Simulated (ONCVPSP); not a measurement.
## Transferability test, ONCV potential for lutetium

Lu, optimised norm-conserving Vanderbilt (ONCV), made with ONCVPSP 4.0.1 (LDA (Perdew-Zunger), scalar-relativistic). Core [Kr] 4d10, reference 4f14 5s2 5p6 5d1 (charge +2). Waves: 5s: rc 1.30 bohr, ncon 4, nbas 9, qcut 4.2 1/bohr, 2 projectors, debl 2.8 Ha; 5p: rc 1.85 bohr, ncon 4, nbas 7, qcut 9.4 1/bohr, 1 projector; 5d: rc 2.60 bohr, ncon 4, nbas 9, qcut 5.7 1/bohr, 2 projectors, debl 2.3 Ha; 4f: rc 1.15 bohr, ncon 4, nbas 9, qcut 16.1 1/bohr, 1 projector. Local part: polynomial inside 0.95 bohr (lpopt 5, dvloc0 2 Ha). Core correction: Teter function, fcfact 2.5, rcfact 1.4.

Energies are relative to the spin-unpolarised reference configuration 4f14 5s2 5p6 5d1; without spin polarisation the order of configurations can differ from experiment. Not all tests gave a result: 1 of 4 tests not solved or not reliable.

```json
{"valence configuration": "4f14 5s2 5p6 5d1 6s2", "charge": "0", "ΔE all-electron (eV)": "-21.154", "error AE − PS (meV)": "+6.5"}
{"valence configuration": "4f14 5s2 5p6 5d1 6s1", "charge": "+1", "ΔE all-electron (eV)": "-13.572", "error AE − PS (meV)": "+4.6"}
{"valence configuration": "4f14 5s2 5p6 5d0", "charge": "+3", "ΔE all-electron (eV)": "20.213", "error AE − PS (meV)": "-3.2"}
```

Levels in the configuration 4f14 5s2 5p6 5d1 6s1:

```json
{"level": "4f", "all-electron (eV)": "-16.625", "pseudo (eV)": "-16.599"}
{"level": "5s", "all-electron (eV)": "-68.015", "pseudo (eV)": "-68.017"}
{"level": "5p", "all-electron (eV)": "-38.597", "pseudo (eV)": "-38.601"}
{"level": "5d", "all-electron (eV)": "-8.152", "pseudo (eV)": "-8.153"}
{"level": "6s", "all-electron (eV)": "-10.494", "pseudo (eV)": "-10.494"}
```

Note: no bound ghost flagged; GHOST(+) flagged for s at 0.32 eV, p at 29.1 eV.
